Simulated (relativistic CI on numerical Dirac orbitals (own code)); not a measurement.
Mn3+: 3s photoemission

Computed with this model: Dirac-Coulomb-Breit CI, separate exchange-only KLI orbitals for each configuration, model QED, valence Slater integrals scaled by 0.8, multiplet model of photoemission in the sudden approximation; configurations [Ar] 3d4 → [Ne] 3s 3p6 3d4; 300 K; Lorentzian 2.1 eV and Gaussian 0.6 eV FWHM. Energies are those of the free ion, without screening or charge transfer. The energies are binding energies and can lie tens of eV above those of solids. Without intra-shell correlation the exchange splitting of an s hole comes out too large, often by half or more. S is read from ⟨S²⟩ = S(S + 1).

Computed curve for free ion, scaled to 100 at the maximum (points under 2 are left out and the grid is thinned):

```json
{"Energy (eV)": "127.2", "Intensity": "2.0"}
{"Energy (eV)": "127.8", "Intensity": "2.4"}
{"Energy (eV)": "128.4", "Intensity": "2.8"}
{"Energy (eV)": "129.0", "Intensity": "3.3"}
{"Energy (eV)": "129.8", "Intensity": "4.2"}
{"Energy (eV)": "130.4", "Intensity": "5.2"}
{"Energy (eV)": "131.0", "Intensity": "6.7"}
{"Energy (eV)": "131.6", "Intensity": "8.9"}
{"Energy (eV)": "132.2", "Intensity": "12.4"}
{"Energy (eV)": "132.8", "Intensity": "18.2"}
{"Energy (eV)": "133.6", "Intensity": "34.2"}
{"Energy (eV)": "134.2", "Intensity": "58.9"}
{"Energy (eV)": "134.8", "Intensity": "91.5"}
{"Energy (eV)": "135.4", "Intensity": "96.2"}
{"Energy (eV)": "136.0", "Intensity": "65.8"}
{"Energy (eV)": "136.6", "Intensity": "38.6"}
{"Energy (eV)": "137.2", "Intensity": "23.8"}
{"Energy (eV)": "138.0", "Intensity": "14.3"}
{"Energy (eV)": "138.6", "Intensity": "10.9"}
{"Energy (eV)": "139.2", "Intensity": "8.9"}
{"Energy (eV)": "139.8", "Intensity": "7.9"}
{"Energy (eV)": "140.4", "Intensity": "7.5"}
{"Energy (eV)": "141.0", "Intensity": "7.8"}
{"Energy (eV)": "141.8", "Intensity": "9.3"}
{"Energy (eV)": "142.4", "Intensity": "11.9"}
{"Energy (eV)": "143.0", "Intensity": "16.8"}
{"Energy (eV)": "143.6", "Intensity": "26.5"}
{"Energy (eV)": "144.2", "Intensity": "44.5"}
{"Energy (eV)": "144.8", "Intensity": "64.6"}
{"Energy (eV)": "145.4", "Intensity": "61.4"}
{"Energy (eV)": "146.2", "Intensity": "33.3"}
{"Energy (eV)": "146.8", "Intensity": "19.7"}
{"Energy (eV)": "147.4", "Intensity": "12.6"}
{"Energy (eV)": "148.0", "Intensity": "8.6"}
{"Energy (eV)": "148.6", "Intensity": "6.3"}
{"Energy (eV)": "149.2", "Intensity": "4.8"}
{"Energy (eV)": "150.0", "Intensity": "3.5"}
{"Energy (eV)": "150.6", "Intensity": "2.9"}
{"Energy (eV)": "151.2", "Intensity": "2.4"}
{"Energy (eV)": "151.8", "Intensity": "2.1"}
```

The ground state has S = 2.00, and the centroid lies at 139.11 eV.
